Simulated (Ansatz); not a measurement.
Ideal-gas functions of BCl2HSe, SMILES `ClB(Cl)[SeH]` at 298.15 K and 1 bar, from an Ansatz frequency run at PBE0-D4/def2-TZVP.

Molar mass 161.69 g/mol, point group Cs (symmetry number 1), electronic degeneracy 1, moments of inertia 163.411, 299.329, 462.739 u Å². Harmonic wavenumbers (cm⁻¹, unscaled): 185, 214, 347, 402, 422, 719, 911, 982, 2451.

Use S(trans) = R[1.5 ln M + 2.5 ln T − 1.1517]; rotational temperatures θ = 24.2544 K / I; S(rot) = R[ln(√π/σ · √(T³/θAθBθC)) + 1.5]; for each mode x = 1.438777 ν̃/T, S = R[x/(eˣ − 1) − ln(1 − e⁻ˣ)] and H = RT x/(eˣ − 1); 1 cm⁻¹ = 0.0119627 kJ/mol; R = 8.31446 J/(mol·K).

**Question.** By hand: the entropy, in J/(mol·K).

**Answer.** Translation 172.3. Rotation: θ = 0.1484, 0.081, 0.0524 K, giving 118.9. Vibration, mode by mode: 9.53, 8.41, 4.94, 4.00, 3.70, 1.19, 0.56, 0.42, 0.00, in all 32.7. Electronic 0.0. Sum 323.9 J/(mol·K).

**Question.** By hand: H − E and G − E in kJ/mol, counted from the electronic energy.

**Answer.** Zero-point energy ½ × 6633 × 0.0119627 = 39.7; thermal vibration 6.0; translation, rotation and pV give 4 RT = 9.9. H − E = 55.6 kJ/mol, and G − E = 55.6 − 298.15 × 323.9/1000 = -41.0 kJ/mol.

Vibration gives 10 % of the entropy. The sum counts one conformer and one mirror image; others add a mixing term.
